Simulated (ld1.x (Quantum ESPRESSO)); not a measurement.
**Cutoff test, Mn, RRKJ**

* Element: manganese (Mn)
* Generator: ld1.x (Quantum ESPRESSO) 7.5
* Type: norm-conserving RRKJ (Kleinman–Bylander form)
* Functional: BP86
* Relativity: scalar-relativistic
* Frozen core: [Ar]
* Valence charge: 7
* Reference configuration: 3d5 4s2 4p0
* Partial waves: 4p (bound, empty): rc 2.65 bohr; 3d (bound): rc 1.60 bohr; 4s (bound): rc 2.20 bohr
* Local potential: the s channel
* Core correction: a·sin(br)/r model core inside 0.85 bohr
* rho0: 0.001

The pseudo-atom Hamiltonian at the reference potential is diagonalised in spherical Bessel functions j_l(qr) that vanish at 20 bohr, with q² up to the cutoff. All-electron valence levels (Ry): 4p -0.1078, 3d -0.5079, 4s -0.3873.

**Question.** How do the lowest levels (Ry) of each channel move with the cutoff, and are there ghosts?

**Answer.**

| cutoff (Ry) | p #1 | d #1 | s #1 | s #2 | f #1 | Σ f·Δε (mRy) |
| --- | --- | --- | --- | --- | --- | --- |
| 8 | -0.1057 | 0.0512 | -0.3849 | 0.0006 | 0.1041 | 2800.3 |
| 12 | -0.1074 | 0.0511 | -0.3852 | 0.0006 | 0.1041 | 2799.3 |
| 18 | -0.1078 | 0.0509 | -0.3869 | 0.0004 | 0.1041 | 2794.9 |
| 25 | -0.1078 | 0.0500 | -0.3872 | 0.0004 | 0.1041 | 2789.9 |
| 35 | -0.1078 | -0.0626 | -0.3873 | 0.0004 | 0.1041 | 2226.8 |
| 40 | -0.1078 | -0.2854 | -0.3873 | 0.0004 | 0.1041 | 1112.5 |
| 50 | -0.1078 | -0.4713 | -0.3873 | 0.0004 | 0.1041 | 183.0 |
| 60 | -0.1078 | -0.5039 | -0.3873 | 0.0004 | 0.1041 | 20.3 |
| 80 | -0.1078 | -0.5075 | -0.3873 | 0.0004 | 0.1041 | 2.3 |
| 100 | -0.1078 | -0.5079 | -0.3873 | 0.0004 | 0.1041 | 0.4 |
| 120 | -0.1078 | -0.5079 | -0.3873 | 0.0004 | 0.1041 | 0.2 |
| 400 | -0.1078 | -0.5079 | -0.3873 | 0.0004 | 0.1041 | 0.0 |

Result: no extra level below or beside the all-electron valence levels (p, d, s, f tested); 10 mRy is reached at 70 Ry and 1 mRy at 100 Ry.

Its largest configuration-test error is -1653 meV.
